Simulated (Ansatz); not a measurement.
BrFGaHS, SMILES `[F][Ga]([SH])[Br]`, relaxed with RKS PBE0-D4/def2-TZVP in Ansatz from a GFN2-xTB geometry. The force threshold is 0.005 eV/Å; the program also tests the step.

Total charge 0; spin multiplicity 1.

Start:

```xyz
5

F     0.407   -0.049   -1.740
Ga   -0.302    0.367   -0.172
S     0.482   -0.851    1.513
Br   -1.856    2.040   -0.262
H     1.270   -1.507    0.661
```

| step | energy (eV) | largest force (eV/Å) | largest move (Å) |
| --- | --- | --- | --- |
| 1 | -135977.1034 | 0.795 | 0.000 |
| 2 | -135977.1491 | 0.234 | 0.079 |
| 3 | -135977.1521 | 0.213 | 0.087 |
| 4 | -135977.1568 | 0.077 | 0.033 |
| 5 | -135977.1571 | 0.025 | 0.004 |
| 6 | -135977.1571 | 0.004 | 0.003 |

End:

```xyz
5

F     0.410   -0.037   -1.803
Ga   -0.270    0.343   -0.242
S     0.420   -0.780    1.484
Br   -1.820    1.982   -0.164
H     1.259   -1.507    0.725
```

It took 22 s on 4 threads of an Arm Neoverse V1 on a shared host, with 0.52 GiB of host memory at the peak.
